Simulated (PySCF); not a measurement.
GeH6S2Si.
SMILES with atom numbers: `[SiH3:1][S:2][GeH2:3][SH:4]` (hydrogens: H5, H6, H7 on Si1; H8, H9 on Ge3; H10 on S4)

A linear-response calculation (PySCF, def2-SVPD basis, gas phase, vertical, core orbitals frozen in the response) gave these numbers; the functional is withheld.

Orbital energies (eV): HOMO-3 -10.81, HOMO-2 -10.09, HOMO-1 -9.00, HOMO -8.67, LUMO 0.17, LUMO+1 0.51, LUMO+2 0.65.

```csv
state,E (eV),f,"main configurations (H = HOMO, L = LUMO)"
S1,5.53,0.020,H→L (82%)
S2,5.72,0.0088,H-1→L (77%)
S3,6.06,0.015,"H→L+1 (66%), H→L+2 (17%)"
S4,6.13,0.031,"H-1→L+1 (37%), H→L+2 (33%), H-1→L+2 (11%)"
S5,6.55,0.0071,"H-1→L+2 (27%), H→L+2 (21%), H→L+1 (13%)"
S6,6.72,0.020,"H-1→L+1 (36%), H→L+2 (15%), H-1→L+2 (14%)"
```

Triplets (Tamm–Dancoff): T1 5.06 eV, H→L (78%); T2 5.32 eV, H-1→L (69%); T3 5.66 eV, H→L+1 (46%), H-1→L+2 (21%); T4 5.72 eV, H→L+2 (35%), H-1→L+1 (28%), H→L+1 (11%).

Vertical ionisation energy by ΔSCF with the same functional: 9.39 eV. Mean static polarisability: 101.3 au.

Question: Which of these was used?
A. CAM-B3LYP
B. B3LYP
C. PBE
D. HF

Answer: A. CAM-B3LYP is range-separated, 19% exact exchange at short range and 65% at long range (ω = 0.33 bohr⁻¹). In this run −ε(HOMO) = 8.67 eV differs from the ΔSCF value by -0.72 eV, and S1 differs from the orbital gap of 8.84 eV by -3.32 eV. The ratio −ε(HOMO)/IP is 0.92. Usual ranges for neutral molecules in this basis: 0.85 to 0.93 with CAM-B3LYP, 0.5 to 0.7 with PBE, 0.67 to 0.83 with B3LYP; Hartree–Fock can't fall below 1, since the ion's relaxation only lowers the ΔSCF value.

Level of theory: PySCF 2.14.0, density-fitted response routines, TDDFT CAM-B3LYP/def2-SVPD, vertical, gas phase, core orbitals frozen in the response. One conformer (not necessarily the lowest) at the PBE0-D3(BJ)/def2-SVP geometry, without solvent, vibrations or thermal averaging. The CAM-B3LYP/def2-SVPD calculation is non-relativistic and has no spin–orbit coupling, an omission that weighs most on germanium.

Shape of the structure used: `[SiH3:1][S:2][GeH2:3][SH:4]`: Si1–S2–Ge3–S4 46°, H–S4–Ge3–S2 57°.
